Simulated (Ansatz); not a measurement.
Geometry optimisation, RKS PBE-D4/6-31G* (Ansatz).

input.yaml

```yaml
crystal:
  periodic: [false, false, false]
  atoms:
    - { symbol: C, position_ang: [-0.6574, 1.6253, 0.3704] }
    - { symbol: Si, position_ang: [-0.9865, 0.7169, -1.1974] }
    - { symbol: S, position_ang: [-0.8963, -1.383, -0.7814] }
    - { symbol: C, position_ang: [0.9124, -1.6184, -0.2181] }
    - { symbol: H, position_ang: [-1.4173, 1.375, 1.1193] }
    - { symbol: H, position_ang: [0.3015, 1.5241, 0.7527] }
    - { symbol: H, position_ang: [-0.7954, 2.7471, 0.1909] }
    - { symbol: H, position_ang: [1.08407, -2.67589, -0.02562] }
    - { symbol: H, position_ang: [1.0903, -1.07358, 0.62336] }
    - { symbol: H, position_ang: [1.52254, -1.31558, -1.08217] }
basis:
  gaussian: { orbitals: "6-31G*" }
hamiltonian:
  xc: pbe
  dispersion: d4
relax:
  f_tol: 0.015
  max_steps: 40
```

Command:

```bash
$ ansatz run input.yaml --threads 1 --pin off --max-ram 2048MiB --backend cpu --events-out ev --progress --plain --runs-dir out
```

Question: Where does it end, and by what steps?

Answer: The forces met the threshold. After 16 steps the energy has fallen by 0.958 eV; H5 moved furthest, 0.97 Å.

```json
{"step": "0", "energy less start (eV)": "0.0000", "largest force component (eV/Å)": "2.867", "accepted": "yes"}
{"step": "1", "energy less start (eV)": "-0.4896", "largest force component (eV/Å)": "1.066", "accepted": "yes"}
{"step": "2", "energy less start (eV)": "-0.6962", "largest force component (eV/Å)": "0.798", "accepted": "yes"}
{"step": "3", "energy less start (eV)": "-0.8093", "largest force component (eV/Å)": "0.786", "accepted": "yes"}
{"step": "4", "energy less start (eV)": "-0.8769", "largest force component (eV/Å)": "0.811", "accepted": "yes"}
{"step": "5", "energy less start (eV)": "-0.8972", "largest force component (eV/Å)": "0.466", "accepted": "yes"}
{"step": "6", "energy less start (eV)": "-0.9325", "largest force component (eV/Å)": "0.178", "accepted": "yes"}
{"step": "7", "energy less start (eV)": "-0.9403", "largest force component (eV/Å)": "0.111", "accepted": "yes"}
{"step": "8", "energy less start (eV)": "-0.9448", "largest force component (eV/Å)": "0.230", "accepted": "yes"}
{"step": "9", "energy less start (eV)": "-0.9500", "largest force component (eV/Å)": "0.160", "accepted": "yes"}
{"step": "10", "energy less start (eV)": "-0.9536", "largest force component (eV/Å)": "0.069", "accepted": "yes"}
{"step": "11", "energy less start (eV)": "-0.9545", "largest force component (eV/Å)": "0.142", "accepted": "yes"}
{"step": "12", "energy less start (eV)": "-0.9566", "largest force component (eV/Å)": "0.074", "accepted": "yes"}
{"step": "13", "energy less start (eV)": "-0.9574", "largest force component (eV/Å)": "0.027", "accepted": "yes"}
{"step": "14", "energy less start (eV)": "-0.9577", "largest force component (eV/Å)": "0.020", "accepted": "yes"}
{"step": "15", "energy less start (eV)": "-0.9578", "largest force component (eV/Å)": "0.024", "accepted": "yes"}
{"step": "16", "energy less start (eV)": "-0.9579", "largest force component (eV/Å)": "0.010", "accepted": "yes"}
```

```xyz
10
Properties=species:S:1:pos:R:3
C -0.480 1.505 0.204
Si -1.587 0.661 -1.136
S -0.708 -1.303 -1.226
C 0.709 -1.463 -0.057
H -0.536 0.980 1.177
H 0.586 1.527 -0.091
H -0.809 2.547 0.362
H 1.093 -2.491 -0.148
H 0.383 -1.288 0.980
H 1.509 -0.753 -0.313
```

Whether the end is a true minimum wasn't checked by a vibrational analysis.

Time of the run: 32 s on 1 thread of Intel(R) Xeon(R) 6975P-C (Granite Rapids), with other jobs on the host, peak memory 0.14 GiB.
